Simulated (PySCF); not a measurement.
# Simulated characterisation data

Calculated, not measured (PySCF 2.14): PBE0/pcSseg-1 with gauge-including orbitals, GFN2-xTB structure. No relativistic terms, in vacuum, one computed conformer, equivalent nuclei averaged.

Shifts are taken against calculated references (same method and geometry level): ¹H (σref 31.72) and ¹³C (σref 186.93) against TMS. Splittings of carbon signals by F and P are missing where no couplings were computed. Where no couplings were computed, multiplicities follow the n + 1 count of equivalent neighbours, and m marks all less simple cases (inequivalent or close neighbours, rings, F or P nearby). Shifts are as computed. Against solution values, carbons near 30 ppm lie about +3 ppm off and those near 130 ppm about +5 ppm. Of 1211 compounds with measured shifts, 218 miss one by over three times the rms of a fit or turn the order of signals round; such compounds aren't used in these exercises.

Compound 1 (C5H10NPSi). ¹H NMR (500 MHz, computed): δ 4.75 (m, 1H), 4.25 (m, 1H), 2.76 (m, 1H), 2.55 (m, 1H), 2.46 (m, 1H), 2.33 (m, 1H), 2.13 (m, 1H), 2.04 (m, 1H), 0.99 (m, 2H). ¹³C{¹H} NMR (computed): δ 128.6 (C), 25.0 (CH2), 22.9 (CH), 22.9 (CH), 21.6 (CH2). Structure: `N#C[C@@H]1CC[C@H]1[SiH2]P`.

Compound 2 (C9H16O). ¹H NMR (500 MHz, computed): δ 6.60 (d, 1H), 4.82 (m, 1H), 4.34 (m, 1H), 4.01 (m, 1H), 2.05 (m, 1H), 1.63 (m, 1H), 1.50 (m, 1H), 0.93 (s, 9H). ¹³C{¹H} NMR (computed): δ 152.7, 107.5, 68.5, 44.8, 34.2, 28.3, 28.0. Structure: SMILES CC(C)(C)[C@H]1C=COCC1.
